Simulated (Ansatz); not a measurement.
A series at Si: from `F[Si](Cl)(Cl)Cl`, ligands are replaced one by one, each step taking up H₂ and setting free HCl; n counts the steps. Ansatz, PBE0-D4/def2-TZVP geometries.

| n | molecule | HOMO energy, ωB97M-V/def2-TZVPP (eV) |
| --- | --- | --- |
| 0 | `F[Si](Cl)(Cl)Cl` | -11.86 |
| 1 | `F[SiH](Cl)Cl` | -11.90 |
| 2 | `F[SiH2]Cl` | ? |
| 3 | `F[SiH3]` | -12.06 |

**Question.** By hand: fit a straight line y = ȳ + b (n − n̄) to the 3 given rows and predict n = 2.

**Answer.** n̄ = 1.333, ȳ = -11.940; Σ(n − n̄)(y − ȳ) = -0.320, Σ(n − n̄)² = 4.667, so b = -0.069 eV a step. Prediction: -11.940 + (-0.069) × (0.667) = -11.99 eV.

**Question.** By hand: compare with the computed value, -11.51 eV, and give the steps along the whole series.

**Answer.** The line misses by 0.48 eV (computed minus predicted). Steps: -0.04, 0.39, -0.55 eV.

The steps change sign along the series, so a line is a poor guide. The highest orbital can change its character along such a series. The miss is 87.3 % of the series' range.
